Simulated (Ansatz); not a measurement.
```yaml
crystal:
  periodic: [false, false, false]
  atoms:
    - {symbol: C, position_ang: [-1.588612, 0.377483, -1.145238]}
    - {symbol: C, position_ang: [-1.166251, -0.144191, 0.209289]}
    - {symbol: N, position_ang: [0.192187, 0.229995, 0.569737]}
    - {symbol: C, position_ang: [0.549492, -0.198885, 1.909818]}
    - {symbol: Sn, position_ang: [1.606195, 0.052862, -0.837459]}
    - {symbol: Cl, position_ang: [1.587479, 1.798566, -2.335668]}
    - {symbol: Cl, position_ang: [1.466493, -1.892833, -2.091042]}
    - {symbol: Cl, position_ang: [3.669731, 0.089284, 0.189849]}
    - {symbol: H, position_ang: [-1.020319, -0.085153, -1.960155]}
    - {symbol: H, position_ang: [-1.462341, 1.459710, -1.208273]}
    - {symbol: H, position_ang: [-2.637967, 0.139724, -1.327913]}
    - {symbol: H, position_ang: [-1.308079, -1.235815, 0.251744]}
    - {symbol: H, position_ang: [-1.821411, 0.281412, 0.981023]}
    - {symbol: H, position_ang: [0.433486, -1.281185, 2.064545]}
    - {symbol: H, position_ang: [1.578617, 0.073645, 2.146314]}
    - {symbol: H, position_ang: [-0.101698, 0.312683, 2.627631]}
basis:
  gaussian: {orbitals: def2-SVP}
magnetization: {spin_polarized: true, initial_magnetization: 0}
hamiltonian: {xc: {name: M06-2X}}
output: {forces: true}
```

```sh
$ ansatz run in.yaml --threads 5 --pin off --events-out ev --progress --plain --max-ram 66560MiB --backend cpu
```

It prints (some lines left out):

```
Error: YAML parse error: error: line 23 column 19: hamiltonian.xc: no functional is named "M06-2X"; the names, which are not case-sensitive, are SVWN5, SPW92, PBE, PBE0, PBEsol, revPBE, revPBE0, RPBE, rPW86-PBE, HSE06, wPBEh, LC-wPBE, HISS, HF, BLYP, B3LYP, B3LYP5, BHLYP, CAM-B3LYP, r2SCAN, r2SCANh, r2SCAN0, r2SCAN50, m-r2SCAN, B97, wB97, wB97X, wB97X-V, B97M-V, wB97M-V, B2PLYP, B2GP-PLYP, PBE0-DH, PBE-QIDH
21 |   gaussian: {orbitals: def2-SVP}
22 | magnetization: {spin_polarized: true, initial_magnetization: 0}
23 | hamiltonian: {xc: {name: M06-2X}}
24 | output: {forces: true}
```

(1) What is wrong with this run?

## Answers

(1) The method's name isn't one that the program takes here. The input was rejected before any iteration.

HSE06 is defined as in plane-wave codes.
